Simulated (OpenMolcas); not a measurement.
**Ni7+, Pd7+, Pt7+: d3 down the group**

```yaml
Program: OpenMolcas
Method: MS-CASPT2, IPEA 0.25 Eh, imaginary shift 0.1 Eh
Basis: ANO-RCC-VQZP
Scalar_Hamiltonian: DKH2, point nucleus
Spin-orbit_coupling: state interaction with AMFI integrals over the reference wave functions, term energies averaged over their components
```

Active space for each ion: 3 electrons in 5 orbitals (d); closed shells correlated by CASPT2: Ni7+ 3s 3p; Pd7+ 4s 4p; Pt7+ 5s 5p.

Computed levels in cm-1 above 4F 3/2:

```
                               Level   Ni7+   Pd7+   Pt7+
                              4F 5/2    950   2310   9850
                              4F 7/2   2210   4980  16740
                              4P 1/2  24200  16820  22360
                              4P 5/2  25700  20280  33550
                              2G 7/2  26320  19910  31520
                              2G 9/2  27520  21200  51450
                              2P 3/2  33390  31930  55610
                              2P 1/2  33970  25650  39820
                              2H 9/2  36780  28560  33290
weight of 4F in the lowest level (%)    100     97     77
```

Mixed levels, with the weight of the term that names them: Ni7+ 2P 3/2 (51 %), Pd7+ 2G 9/2 (62 %), Pd7+ 2P 3/2 (55 %), Pd7+ 2H 9/2 (67 %), Pt7+ 4P 1/2 (67 %), Pt7+ 2G 9/2 (58 %), Pt7+ 2P 3/2 (56 %), Pt7+ 2P 1/2 (67 %), Pt7+ 2H 9/2 (54 %).

Measured, with the error of the calculation in %. Measured levels: Ni7+ from Corliss and Sugar, J. Phys. Chem. Ref. Data 10, 197 (1981).

```csv
Level,Ni7+
4F 5/2,1012 (-6.1)
4F 7/2,2184 (+1.0)
4P 1/2,23261 (+4.0)
4P 5/2,24669 (+4.2)
```

The fine-structure level 4F 7/2 changes by a factor of 7.57 from Ni7+ to Pt7+.

Without spin-orbit coupling 4P lies 23010, 14350, 13460 cm-1 above 4F in that order; the difference to the level 4P 1/2, of either sign, comes from spin-orbit coupling, which also lowers the zero.

CASPT2 does not keep the components of a term degenerate, so their means are used; among the terms shown or strongly mixed into the levels shown the widest spread is 880 cm-1 (3d3 4F, Ni7+). Computed and measured levels are paired by configuration, term and J; levels that our copy of the source lacks, or whose pairing is in doubt (as where it misses far off the trend of its configuration), stay unpaired and out of the deviations. Levels of configurations outside the active space are missing.
